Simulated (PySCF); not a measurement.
C2H7O (SMILES CC[OH2+]), charge +1, singlet, at a GFN2-xTB geometry; CAMB3LYP/6-31G*, TDDFT run with PySCF.

The PySCF input:
```python
from pyscf import gto, scf, dft, tdscf

mol = gto.Mole()
mol.atom = '''
    C     1.229002   -0.376044   -0.006615
    C     0.082470    0.601032   -0.001554
    O    -1.187187   -0.179769   -0.072140
    H    -1.974657    0.385114    0.075086
    H     0.076743    1.220246    0.897416
    H     0.082282    1.229470   -0.893188
    H     2.164696    0.175836   -0.029370
    H     1.232477   -0.994834    0.888186
    H     1.195690   -1.010221   -0.888520
    H    -1.148565   -0.917390    0.576526
'''
mol.basis = '6-31g*'
mol.charge = 1
mol.spin = 0
mol.verbose = 3
mol.build()

mf = dft.RKS(mol)
mf.xc = 'camb3lyp'
mf.kernel()
td = mf.TDDFT()
td.nstates = 15
td.kernel()
td.analyze()
```

The log (banner, timings and long lists left out):

```
converged SCF energy = -155.257795749351
Excitation energies (eV)
[ 9.00474714  9.88386894 10.47668004 10.72305366 11.09378884 11.53325943
 11.90933999 12.29310283 12.42450161 12.60638167 12.76996985 12.90312584
 12.99205888 13.34948148 13.48780778]

** Singlet excitation energies and oscillator strengths **
Excited State   1:      9.00475 eV    137.69 nm  f=0.0023
Excited State   2:      9.88387 eV    125.44 nm  f=0.0187
Excited State   3:     10.47668 eV    118.34 nm  f=0.1230
Excited State   4:     10.72305 eV    115.62 nm  f=0.0109
Excited State   5:     11.09379 eV    111.76 nm  f=0.0327
Excited State   6:     11.53326 eV    107.50 nm  f=0.0059
Excited State   7:     11.90934 eV    104.11 nm  f=0.0327
Excited State   8:     12.29310 eV    100.86 nm  f=0.0169
Excited State   9:     12.42450 eV     99.79 nm  f=0.0374
Excited State  10:     12.60638 eV     98.35 nm  f=0.0070
Excited State  11:     12.76997 eV     97.09 nm  f=0.0092
Excited State  12:     12.90313 eV     96.09 nm  f=0.0290
Excited State  13:     12.99206 eV     95.43 nm  f=0.0080
Excited State  14:     13.34948 eV     92.88 nm  f=0.0198
Excited State  15:     13.48781 eV     91.92 nm  f=0.0632
```
